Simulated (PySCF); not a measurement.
Species: C6H8FO2 (charge -1).
Z-matrix (Å and degrees, PBE0-D3(BJ)/def2-SVP geometry), rows numbered from 1:
```
C 
C   1  1.3343
C   2  1.5033  1  125.07
C   3  1.5228  2  110.86  1    93.97
F   4  1.3878  3  110.20  2   -67.25
C   3  1.5357  2  111.04  1  -142.90
C   6  1.5629  3  110.22  2   -64.93
O   7  1.2488  6  114.63  3   -82.35
O   7  1.2467  6  115.76  3    93.54
H   1  1.0961  2  121.53  3     0.11
H   1  1.0948  2  121.45  3  -179.39
H   2  1.0987  1  121.03  3  -179.49
H   3  1.1072  2  108.55  1   -21.74
H   4  1.1026  3  110.06  2   173.30
H   4  1.0994  3  111.34  2    54.33
H   6  1.1034  3  108.91  2   174.98
H   6  1.1021  3  109.04  2    56.20
```

Jobs on this species (17 atoms, 70 electrons) with PySCF (density fitting). Hardware of each: an AMD EPYC 9R45 with one thread, shared host. The host was shared with other jobs, so the times are rough. Peak memory is the resident size of the whole Python process, interpreter and libraries included.

Question: Rank these jobs by wall time, shortest first.
A. B3LYP/def2-SVPD, IEF-PCM water; 6 singlets by full TDDFT, polarisability; 253 basis functions
B. PBE0/pcSseg-1, IEF-PCM water; shieldings; 193 basis functions
C. PBE0-D3(BJ)/def2-SVP, grid level 1; geometry optimisation from a GFN2-xTB start shaken at random; 166 basis functions

Answer: B (14 s), A (23 s), C (94 s).

All jobs:

```csv
level and settings,work,basis functions,SCF cycles,wall time,peak memory
"PBE0/pcSseg-1, IEF-PCM water",shieldings,193,14,14 s,0.99 GiB
"PBE0/pcSseg-1, IEF-PCM dimethylsulfoxide","shieldings, charges and field gradients",193,14,15 s,0.99 GiB
"B3LYP/def2-SVPD, IEF-PCM water","6 singlets by full TDDFT, polarisability",253,14,23 s,1.1 GiB
"B3LYP/def2-SVPD, IEF-PCM dimethylsulfoxide","6 singlets by full TDDFT, polarisability",253,14,23 s,1.1 GiB
B3LYP/def2-SVPD,"6 singlets by full TDDFT, polarisability, dynamic polarisability, density and orbital grids written",253,16,32 s,1.1 GiB
"PBE0-D3(BJ)/def2-SVP, grid level 1",geometry optimisation from a GFN2-xTB start shaken at random,166,115,94 s,0.70 GiB
```

Q: What do all jobs in the table cost together?

A: About 3.4 min; the longest takes about 47 % of that, and about 6.7 times as long as the shortest.
